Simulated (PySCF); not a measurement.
Compound: Ti(NMeEt)(NMe2)3, C9H26N4Ti (singlet state).
Bonds: Ti1–N2, Ti1–N14, Ti1–N23, Ti1–N32, N2–C3, N2–C4, C4–C5, N14–C15, N14–C16, N23–C24, N23–C25, N32–C33, N32–C34. Hydrogens: H6, H7, H8 on C3; H9, H10 on C4; H11, H12, H13 on C5; H17, H18, H19 on C15; H20, H21, H22 on C16; H26, H27, H28 on C24; H29, H30, H31 on C25; H35, H36, H37 on C33; H38, H39, H40 on C34.

Computed, not measured: PBE0-D3(BJ)/def2-SVP geometry optimisation, gas phase in PySCF 2.14.0.

List the bond lengths, angles and torsions at this level.

```json
{"bond": "Ti1–N2", "length (pm)": "189.8"}
{"bond": "Ti1–N14, Ti1–N23, Ti1–N32", "length (pm)": "189.9"}
{"bond": "N2–C3", "length (pm)": "144.0"}
{"bond": "N2–C4", "length (pm)": "144.3"}
{"bond": "C3–H6, C3–H7, C3–H8", "length (pm)": "110.7"}
{"bond": "C4–C5", "length (pm)": "152.5"}
{"bond": "C4–H9, C4–H10", "length (pm)": "110.7"}
{"bond": "C5–H11, C5–H12, C5–H13", "length (pm)": "110.1"}
{"bond": "N14–C15 and 5 like bonds", "length (pm)": "143.6"}
{"bond": "C15–H17 and 11 like bonds", "length (pm)": "111.0"}
{"bond": "C15–H18 and 5 like bonds", "length (pm)": "110.2"}
```

Bonds in one row agree within 1 pm and their mean is given. A selection of angles:
```json
{"angle": "N2–Ti1–N14", "degrees": "109.0"}
{"angle": "N14–Ti1–N23", "degrees": "109.3"}
{"angle": "N14–Ti1–N32", "degrees": "110.7"}
{"angle": "Ti1–N2–C3", "degrees": "117.9"}
{"angle": "Ti1–N2–C4", "degrees": "126.9"}
{"angle": "C3–N2–C4", "degrees": "115.2"}
{"angle": "N2–C4–C5", "degrees": "114.2"}
{"angle": "Ti1–N14–C15", "degrees": "128.2"}
{"angle": "Ti1–N14–C16", "degrees": "118.0"}
{"angle": "C15–N14–C16", "degrees": "113.8"}
{"angle": "Ti1–N23–C24", "degrees": "128.8"}
```

Dihedral angles: N14–Ti1–N2–C3 -164° (antiperiplanar); N2–Ti1–N14–C15 105° (anticlinal); N2–Ti1–N23–C24 -13° (synperiplanar); N2–Ti1–N32–C33 130° (anticlinal); Ti1–N2–C4–C5 106° (anticlinal). The mirror-image conformer, all signs reversed, is as good.

Of the pairs four or more bonds apart, H7···H13 is among the closest relative to their van der Waals radii: 2.36 Å, 98 % of the sum of Bondi's values. All 4 N–Ti bonds measure 1.897 to 1.900 Å. N14 (nitrogen bonded to 2 C and Ti) is planar (angles 128.2°, 118.0° and 113.8°, sum 360.0°, 0.02 Å off the plane of its three neighbours). Ti1 (titanium bonded to 4 N) is tetrahedral (angles from 108.9° to 110.7°). N2 (nitrogen bonded to 2 C and Ti) is planar (angles 126.9°, 117.9° and 115.2°, sum 360.0°, 0.00 Å off the plane of its three neighbours).

Point group: C1 (no symmetry element, even within 0.4 Å). Whether it is a minimum is left open (no frequencies).
